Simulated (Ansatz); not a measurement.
**Molecular dynamics of Cl$_{2}$GaHO**

Input:

```yaml
crystal:
  periodic: [false, false, false]
  atoms:
    - { symbol: Ga, position_ang: [-0.015839, -0.035553, -0.026904] }
    - { symbol: O, position_ang: [0.001367, -0.121546, 1.735659] }
    - { symbol: H, position_ang: [-0.877172, -0.155931, 2.13075] }
    - { symbol: Cl, position_ang: [1.835929, 0.046123, -1.054969] }
    - { symbol: Cl, position_ang: [-1.853786, -0.014493, -1.107436] }
basis:
  gaussian: { orbitals: def2-SVP }
hamiltonian:
  xc: pbe0
md:
  timestep: 2.5
  n_steps: 40
  ensemble: nvt_langevin
  temperature: 400.0
  initial_velocities: maxwell_boltzmann
  seed: 249886
  friction: 0.001
```

Launched with:

```bash
$ ansatz run input.yaml --threads 1 --pin off --max-ram 2048MiB --backend cpu --events-out ev --progress --plain --runs-dir out
```

It starts from a relaxed structure.

Output, in part (step lines, the closing report, with atoms numbered from 0):

```
md step     0: t =     0.00 fs  T =   320.0 K  F+E_penalty+E_count = -79457.05303268 eV  E_kin = 0.206816 eV  (24 SCF iters)
md step     1: t =     2.50 fs  T =   331.4 K  F+E_penalty+E_count = -79456.96034094 eV  E_kin = 0.214205 eV  (27 SCF iters)
md step     2: t =     5.00 fs  T =   300.4 K  F+E_penalty+E_count = -79456.77468160 eV  E_kin = 0.194125 eV  (28 SCF iters)
md step     3: t =     7.50 fs  T =   455.0 K  F+E_penalty+E_count = -79457.00998729 eV  E_kin = 0.294043 eV  (28 SCF iters)
md step     4: t =    10.00 fs  T =   743.5 K  F+E_penalty+E_count = -79456.36298382 eV  E_kin = 0.480536 eV  (27 SCF iters)
md step     5: t =    12.50 fs  T =  1821.0 K  F+E_penalty+E_count = -79454.89415326 eV  E_kin = 1.176900 eV  (34 SCF iters)
md step     6: t =    15.00 fs  T =   161.4 K  F+E_penalty+E_count = -79453.88504581 eV  E_kin = 0.104338 eV  (31 SCF iters)
md step     7: t =    17.50 fs  T =  1932.4 K  F+E_penalty+E_count = -79455.00647931 eV  E_kin = 1.248934 eV  (31 SCF iters)
md step     8: t =    20.00 fs  T =   147.5 K  F+E_penalty+E_count = -79455.77387851 eV  E_kin = 0.095334 eV  (31 SCF iters)
md step     9: t =    22.50 fs  T =  1158.2 K  F+E_penalty+E_count = -79455.59984466 eV  E_kin = 0.748570 eV  (32 SCF iters)
md step    10: t =    25.00 fs  T =   287.9 K  F+E_penalty+E_count = -79455.03012505 eV  E_kin = 0.186038 eV  (31 SCF iters)
md step    11: t =    27.50 fs  T =  2381.6 K  F+E_penalty+E_count = -79456.74195485 eV  E_kin = 1.539207 eV  (28 SCF iters)
md step    12: t =    30.00 fs  T = 198604.0 K  F+E_penalty+E_count = -79439.15551589 eV  E_kin = 128.357750 eV  (32 SCF iters)
md step    13: t =    32.50 fs  T = 899001.8 K  F+E_penalty+E_count = -79448.48437659 eV  E_kin = 581.024873 eV  (87 SCF iters)
md step    14: t =    35.00 fs  T = 893238.6 K  F+E_penalty+E_count = -79448.15183042 eV  E_kin = 577.300095 eV  (112 SCF iters)
md step    15: t =    37.50 fs  T = 887205.6 K  F+E_penalty+E_count = -79447.22638180 eV  E_kin = 573.400947 eV  (46 SCF iters)
md step    16: t =    40.00 fs  T = 881061.6 K  F+E_penalty+E_count = -79445.66670200 eV  E_kin = 569.430115 eV  (58 SCF iters)
md step    17: t =    42.50 fs  T = 875195.6 K  F+E_penalty+E_count = -79444.86707987 eV  E_kin = 565.638915 eV  (62 SCF iters)
md step    18: t =    45.00 fs  T = 870844.7 K  F+E_penalty+E_count = -79444.47277807 eV  E_kin = 562.826921 eV  (51 SCF iters)
md step    19: t =    47.50 fs  T = 865276.5 K  F+E_penalty+E_count = -79444.07695519 eV  E_kin = 559.228214 eV  (49 SCF iters)
md step    20: t =    50.00 fs  T = 859850.4 K  F+E_penalty+E_count = -79443.67141064 eV  E_kin = 555.721324 eV  (51 SCF iters)
md step    21: t =    52.50 fs  T = 855826.1 K  F+E_penalty+E_count = -79443.30776255 eV  E_kin = 553.120403 eV  (63 SCF iters)
md step    22: t =    55.00 fs  T = 850874.9 K  F+E_penalty+E_count = -79443.06974767 eV  E_kin = 549.920429 eV  (71 SCF iters)
md step    23: t =    57.50 fs  T = 845606.4 K  F+E_penalty+E_count = -79442.93251069 eV  E_kin = 546.515428 eV  (127 SCF iters)
md step    24: t =    60.00 fs  T = 841802.9 K  F+E_penalty+E_count = -79442.84526486 eV  E_kin = 544.057240 eV  (147 SCF iters)
md step    25: t =    62.50 fs  T = 836555.8 K  F+E_penalty+E_count = -79442.78250169 eV  E_kin = 540.665977 eV  (186 SCF iters)
md step    26: t =    65.00 fs  T = 833496.2 K  F+E_penalty+E_count = -79442.73694678 eV  E_kin = 538.688615 eV  (143 SCF iters)
md step    27: t =    67.50 fs  T = 830108.6 K  F+E_penalty+E_count = -79442.70360990 eV  E_kin = 536.499160 eV  (151 SCF iters)
md step    28: t =    70.00 fs  T = 826186.8 K  F+E_penalty+E_count = -79442.67873623 eV  E_kin = 533.964554 eV  (162 SCF iters)
md step    29: t =    72.50 fs  T = 821758.1 K  F+E_penalty+E_count = -79442.66019449 eV  E_kin = 531.102255 eV  (345 SCF iters)
md step    30: t =    75.00 fs  T = 817162.4 K  F+E_penalty+E_count = -79442.64727411 eV  E_kin = 528.132050 eV  (227 SCF iters)
md step    31: t =    77.50 fs  T = 812682.5 K  F+E_penalty+E_count = -79442.63975647 eV  E_kin = 525.236714 eV  (414 SCF iters)
md step    32: t =    80.00 fs  T = 808131.1 K  F+E_penalty+E_count = -79442.63743320 eV  E_kin = 522.295116 eV  (298 SCF iters)
md step    33: t =    82.50 fs  T = 803347.6 K  F+E_penalty+E_count = -79442.64041827 eV  E_kin = 519.203561 eV  (359 SCF iters)
md step    34: t =    85.00 fs  T = 799273.7 K  F+E_penalty+E_count = -79442.64788138 eV  E_kin = 516.570594 eV  (241 SCF iters)
md step    35: t =    87.50 fs  T = 796032.4 K  F+E_penalty+E_count = -79442.65883097 eV  E_kin = 514.475753 eV  (393 SCF iters)
md step    36: t =    90.00 fs  T = 791817.4 K  F+E_penalty+E_count = -79442.67274026 eV  E_kin = 511.751578 eV  (361 SCF iters)
md step    37: t =    92.50 fs  T = 788408.6 K  F+E_penalty+E_count = -79442.68941634 eV  E_kin = 509.548497 eV  (400 SCF iters)
md step    38: t =    95.00 fs  T = 784267.4 K  F+E_penalty+E_count = -79442.70773445 eV  E_kin = 506.872041 eV  (426 SCF iters)
md step    39: t =    97.50 fs  T = 780596.8 K  F+E_penalty+E_count = -79442.72529900 eV  E_kin = 504.499708 eV  (274 SCF iters)
md step    40: t =   100.00 fs  T = 776811.7 K  F+E_penalty+E_count = -79442.74118307 eV  E_kin = 502.053393 eV  (570 SCF iters)
Total energy: -79442.74122547 eV, -2919.4668918120 hartree
Atom 0 at     0.125157    -0.020671     0.134749 Å, force     0.808707     0.112935    -0.279619 eV/Å
Atom 1 at    11.856087     0.494632    -3.385624 Å, force    -0.001745    -0.000102     0.000725 eV/Å
Atom 2 at  -208.062472   -12.715905    70.579825 Å, force     0.000036     0.000003    -0.000011 eV/Å
Atom 3 at     2.013018     0.248557    -1.016729 Å, force    -0.656648    -0.093130     0.370480 eV/Å
Atom 4 at    -1.841141    -0.282299    -0.699013 Å, force    -0.150349    -0.019705    -0.091574 eV/Å
Dipole moment:     4.137314     0.266272    -1.184424 e Å
```

All steps were run. The temperature shot up to 900000 K, far beyond the bath's, so the integration failed: the time step of 2.5 fs is too long for the fastest motions that this run met, and the later frames carry no physical meaning.

Parted: Ga1–O2 1.76 → 12.26 Å, O2–H3 0.96 → 232.40 Å. It ends as Cl2Ga + H + O. Pairs count as bonded within 1.25 times the sum of covalent radii (0.12 Å more for H–H).

Last frame:

```xyz
5
Properties=species:S:1:pos:R:3
Ga 0.125 -0.021 0.135
O 11.856 0.495 -3.386
H -208.062 -12.716 70.580
Cl 2.013 0.249 -1.017
Cl -1.841 -0.282 -0.699
```

Time of the run: 12 min on 1 thread of Arm Neoverse V1 (shared host), peak memory 0.25 GiB.
